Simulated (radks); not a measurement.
V2+, configuration [Ar] 3d2 4s1 (not the ground configuration).

Calculated with a radial shooting solver on a logarithmic mesh with Libxc functionals: non-relativistic Kohn-Sham, BLYP, spin-polarised, spherical densities, point nucleus; open shells are filled with parallel spins first.

Energy parts (eV):
| part | energy |
|---|---|
| total | -25658.061 |
| kinetic | 25638.087 |
| electron-nucleus | -60342.589 |
| Hartree | 10257.807 |
| exchange-correlation | -1211.365 |

Orbitals (lengths in bohr, moments of r in powers of bohr; <r^-3> diverges for s and p1/2; r(max) is where P^2 peaks):
orbital  occ.  eigenvalue (eV)       <r^4>   r(max)     <r^2>  <r^-3>
1s up       1        -5351.090  0.00009303  0.04410  0.006031       -
1s down     1        -5351.037  0.00009303  0.04410  0.006031       -
2s up       1        -619.5730     0.02297   0.2582    0.1145       -
2s down     1        -618.7262     0.02286   0.2581    0.1142       -
2p up       3        -526.4748     0.01785   0.2091   0.09334   301.9
2p down     3        -525.8147     0.01774   0.2089   0.09309   302.4
3s up       1         -92.7850       1.700   0.8215     1.029       -
3s down     1         -90.4661       1.717   0.8222     1.033       -
3p up       3         -67.3418       2.361   0.8397     1.171   37.11
3p down     3         -65.0727       2.401   0.8408     1.179   36.81
3d up       2         -27.7061       7.550   0.8502     1.837   3.159
3d down     0         -25.5611       8.142   0.8553     1.895   3.106
4s up       1         -20.4124       95.20    2.377     7.987       -

The highest occupied level is 4s up at -20.412 eV. The configuration is held as typed, so some empty levels lie below it. Summed over all electrons, <r^2> = 21.57 bohr^2, which gives a Langevin (diamagnetic) susceptibility term of -17.1 x 10^-6 cm^3/mol. Virial ratio -V/T = 2.00078. The spin density at the nucleus is 5.768 e/bohr^3 (1s 0.045, 2s -0.597, 3s 0.287, 4s 6.033), a Fermi contact field of 302 T. Spin moment in Bohr magnetons: 3. The electron density at the nucleus is 8191 e/bohr^3.
